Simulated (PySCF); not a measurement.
Sb(F)3 anion (F₃Sb), SMILES [F][Sb]([F])[F] (connectivity only; charge and spin as stated), charge -1, multiplicity 2. Atoms are numbered in the order given.

```xyz
4

Sb     0.0000     0.0000    -0.2587
F      0.0000    -2.1197    -0.1400
F      0.0000     0.0000     1.7458
F      0.0000     2.1197    -0.1400
```
Charge -1, spin multiplicity 2.

The structure is a stationary point at B3LYP-D3(BJ)/def2-SVPD. The multiplicity is an assumed one; other spin states were not compared. The isomer is the one that the SMILES or the coordinates give; other isomers of the formula were not compared. The def2 effective core potentials stand for the cores of Sb; spin–orbit coupling is left out.

All values below come from C-PCM-ωB97X/def2-SVPD in PySCF.

The values are the electrostatic part of the solvation free energy, E(continuum) − E(gas) at the gas-phase geometry, in a cavity of scaled van der Waals radii (PySCF's table); cavitation and dispersion terms are not included. A continuum can't describe solvent molecules that bind to the metal.

| solvent | ε | ΔG(elec) (kcal/mol) |
|---|---|---|
| water | 78.36 | -58.9 |
| diethylether | 4.24 | -45.4 |
| n-hexane | 1.88 | -27.6 |
